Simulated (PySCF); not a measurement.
methyl ethyl ether (C₃H₈O), singlet, at a GFN2-xTB geometry, with bond 6-2 at 2.0 times its length; HF/STO-3G (PySCF).

PySCF was given this input:
```python
from pyscf import gto, scf

mol = gto.Mole()
mol.atom = '''
    O     0.022172   -0.706372   -0.008918
    C    -0.001910    0.703791    0.009063
    C     1.319408   -1.235776   -0.004276
    C    -1.449207    1.167504    0.002248
    H     0.515371    1.075025    0.908962
    H     1.064144    1.492206   -1.752406
    H     1.215575   -2.318745   -0.019167
    H     1.887160   -0.910900   -0.886220
    H     1.871403   -0.933890    0.895656
    H    -1.949854    0.799068   -0.888595
    H    -1.965443    0.776323    0.874298
    H    -1.492447    2.252984    0.015870
'''
mol.basis = 'sto-3g'
mol.charge = 0
mol.spin = 0
mol.verbose = 4
mol.build()

mf = scf.RHF(mol)
mf.conv_tol = 1e-12
mf.kernel()
```

What the program printed (banner, timings and long lists left out):

```
PySCF version 2.14.0

[INPUT] verbose = 4
[INPUT] num. atoms = 12
[INPUT] num. electrons = 34
[INPUT] charge = 0
[INPUT] spin (= nelec alpha-beta = 2S) = 0
[INPUT] symmetry False subgroup None
[INPUT] Mole.unit = angstrom
[INPUT] Symbol           X                Y                Z      unit          X                Y                Z       unit  Magmom
[INPUT]  1 O      0.022172000000  -0.706372000000  -0.008918000000 AA    0.041899007634  -1.334849622061  -0.016852577579 Bohr   0.0
[INPUT]  2 C     -0.001910000000   0.703791000000   0.009063000000 AA   -0.003609376898   1.329972238934   0.017126587867 Bohr   0.0
[INPUT]  3 C      1.319408000000  -1.235776000000  -0.004276000000 AA    2.493319766560  -2.335278191311  -0.008080468909 Bohr   0.0
[INPUT]  4 C     -1.449207000000   1.167504000000   0.002248000000 AA   -2.738604327803   2.206262809334   0.004248104328 Bohr   0.0
[INPUT]  5 H      0.515371000000   1.075025000000   0.908962000000 AA    0.973910042543   2.031502827061   1.717689237637 Bohr   0.0
[INPUT]  6 H      1.064144000000   1.492206000000  -1.752406000000 AA    2.010940717099   2.819860661433  -3.311567399045 Bohr   0.0
[INPUT]  7 H      1.215575000000  -2.318745000000  -0.019167000000 AA    2.297103833868  -4.381793002705  -0.036220380630 Bohr   0.0
[INPUT]  8 H      1.887160000000  -0.910900000000  -0.886220000000 AA    3.566215553234  -1.721351526866  -1.674713086112 Bohr   0.0
[INPUT]  9 H      1.871403000000  -0.933890000000   0.895656000000 AA    3.536439138689  -1.764796330470   1.692544541823 Bohr   0.0
[INPUT] 10 H     -1.949854000000   0.799068000000  -0.888595000000 AA   -3.684690042888   1.510019674904  -1.679201185658 Bohr   0.0
[INPUT] 11 H     -1.965443000000   0.776323000000   0.874298000000 AA   -3.714148983444   1.467037854201   1.652183771255 Bohr   0.0
[INPUT] 12 H     -1.492447000000   2.252984000000   0.015870000000 AA   -2.820316085429   4.257522723027   0.029989953597 Bohr   0.0

nuclear repulsion = 130.794751605233
number of shells = 20
number of NR pGTOs = 84
number of NR cGTOs = 28
basis = sto-3g
ecp = {}

******** <class 'pyscf.scf.hf.RHF'> ********
method = RHF
initial guess = minao
damping factor = 0
level_shift factor = 0
DIIS = <class 'pyscf.scf.diis.CDIIS'>
diis_start_cycle = 1
diis_space = 8
diis_damp = 0
SCF conv_tol = 1e-12
SCF conv_tol_grad = None
SCF max_cycles = 50
direct_scf = True
direct_scf_tol = 1e-13
Set gradient conv threshold to 1e-06
Initial guess from minao.
init E= -190.797864472804
  HOMO = -0.169064357736919  LUMO = 0.0334690050215063  gap/eV = 5.51121
cycle= 1 E= -190.364531236671  delta_E= 0.433  |g|= 0.456  |ddm|=  3.9
  HOMO = -0.186871306907426  LUMO = 0.161639146100331  gap/eV = 9.48345
cycle= 2 E= -190.434830176296  delta_E= -0.0703  |g|= 0.24  |ddm|= 0.969
  HOMO = -0.204195205592275  LUMO = 0.181163877797426  gap/eV = 10.48615
cycle= 3 E= -190.454713222283  delta_E= -0.0199  |g|= 0.0422  |ddm|= 0.362
  HOMO = -0.219146847925322  LUMO = 0.172053392851535  gap/eV = 10.64510
cycle= 4 E= -190.455683311783  delta_E= -0.00097  |g|= 0.0158  |ddm|= 0.0977
  HOMO = -0.221990528005391  LUMO = 0.171344026693793  gap/eV = 10.70318
cycle= 5 E= -190.455814993125  delta_E= -0.000132  |g|= 0.00345  |ddm|= 0.0308
  HOMO = -0.221243456432006  LUMO = 0.171564675178634  gap/eV = 10.68885
cycle= 6 E= -190.455825468433  delta_E= -1.05e-05  |g|= 0.000981  |ddm|= 0.00961
  HOMO = -0.221497113700556  LUMO = 0.171581954396777  gap/eV = 10.69623
cycle= 7 E= -190.455826506717  delta_E= -1.04e-06  |g|= 0.000239  |ddm|= 0.00329
  HOMO = -0.221571005412661  LUMO = 0.171583572651085  gap/eV = 10.69828
cycle= 8 E= -190.455826573945  delta_E= -6.72e-08  |g|= 6.31e-05  |ddm|= 0.000928
  HOMO = -0.221550515309122  LUMO = 0.17158491131225  gap/eV = 10.69776
cycle= 9 E= -190.455826577611  delta_E= -3.67e-09  |g|= 9.48e-06  |ddm|= 0.000219
  HOMO = -0.221550636855775  LUMO = 0.17158944928003  gap/eV = 10.69789
cycle= 10 E= -190.455826577695  delta_E= -8.39e-11  |g|= 2.04e-06  |ddm|= 2.93e-05
  HOMO = -0.221551092546489  LUMO = 0.171589079969979  gap/eV = 10.69789
cycle= 11 E= -190.455826577699  delta_E= -3.64e-12  |g|= 5.92e-07  |ddm|= 5.44e-06
  HOMO = -0.221551220710413  LUMO = 0.171588980493591  gap/eV = 10.69789
cycle= 12 E= -190.4558265777  delta_E= -1.02e-12  |g|= 1.5e-07  |ddm|= 1.54e-06
  HOMO = -0.221551248063719  LUMO = 0.171588957605005  gap/eV = 10.69789
cycle= 13 E= -190.455826577699  delta_E= 9.09e-13  |g|= 3.38e-08  |ddm|= 4.51e-07
  HOMO = -0.221551243844808  LUMO = 0.171588960790066  gap/eV = 10.69789
Extra cycle  E= -190.455826577699  delta_E= 2.27e-13  |g|= 1.6e-08  |ddm|= 7.06e-08
converged SCF energy = -190.455826577699
```
